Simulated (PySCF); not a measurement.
SMILES CC(=O)C[SiH2]c1ccco1 (GFN2-xTB optimised geometry):

```
20

C     -1.572     0.222     3.081
C     -1.905    -1.143     2.530
O     -1.783    -2.154     3.181
C     -2.372    -1.153     1.112
Si    -0.917    -1.642    -0.039
C      0.358    -0.267     0.000
C      1.728    -0.267     0.000
C      2.140     1.083     0.000
C      0.994     1.818    -0.003
O     -0.081     1.019    -0.003
H     -0.976     0.782     2.366
H     -2.498     0.769     3.251
H     -1.039     0.131     4.024
H     -2.773    -0.185     0.820
H     -3.144    -1.913     0.994
H     -0.279    -2.876     0.410
H     -1.467    -1.779    -1.395
H      2.356    -1.134     0.003
H      3.144     1.456     0.003
H      0.821     2.876    -0.002
```

Computed with PySCF with CAM-B3LYP/def2-SVP.

**Question.** What are the frontier orbital energies and the dipole moment?

**Answer.** HOMO-2 -9.66 eV, HOMO-1 -8.36 eV, HOMO -8.06 eV, LUMO 0.84 eV, LUMO+1 1.12 eV; dipole moment 3.06 D.

On the same geometry PBE/def2-SVP run with PySCF gives HOMO-2 -7.10 eV, HOMO-1 -5.81 eV, HOMO -5.26 eV, LUMO -1.28 eV, LUMO+1 -1.18 eV; dipole moment 2.91 D.

Meta-Löwdin charges at CAM-B3LYP/def2-SVP: C1 -0.34, C2 0.38, O3 -0.42, C4 -0.45, Si5 0.67, C6 -0.08, C7 -0.14, C8 -0.17, C9 0.06, O10 -0.24, H11 0.11, H12 0.12, H13 0.11, H14 0.11, H15 0.13, H16 -0.10, H17 -0.11, H18 0.12, H19 0.12, H20 0.12.
